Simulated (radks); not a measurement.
Results of a calculation; reference values are marked as such.
La V, configuration [Kr] 4d10 5s1 5p5 5d1 (not the ground configuration). Code: a radial shooting solver on a logarithmic mesh with Libxc functionals. Model: non-relativistic Kohn-Sham, PBE, spin-polarised, spherical densities, point nucleus; open shells are filled with parallel spins first (spin-orbit coupling, left out, can overturn this in heavy ions); relativity is left out, which matters for an element this heavy.

X-ray form factor f0, the Fourier transform of the density (f0(0) = 53):

| sin(theta)/lambda (1/angstrom) | f0 (electrons) |
|---|---|
| 0.05 | 52.332 |
| 0.1 | 50.482 |
| 0.15 | 47.835 |
| 0.2 | 44.836 |
| 0.25 | 41.842 |
| 0.3 | 39.057 |
| 0.4 | 34.300 |
| 0.5 | 30.386 |
| 0.6 | 27.021 |
| 0.8 | 21.724 |
| 1 | 18.261 |
| 1.25 | 15.463 |
| 1.5 | 13.198 |
| 2 | 9.223 |
